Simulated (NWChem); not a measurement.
System: CH₃BeF; SMILES [CH3][Be][F]

All runs: NWChem. All runs use the structure optimised with PBE0/def2-SVP. Ions are spin-unrestricted doublets at the neutral geometry; other ion states weren't tried.

For level B3LYP/def2-SVP:

```
Item           Result
-------------  ------
−ε(HOMO) (eV)    8.68
```

How do the values read with level PBE/def2-SVP instead?

The −ε(HOMO) (eV) is 7.51.
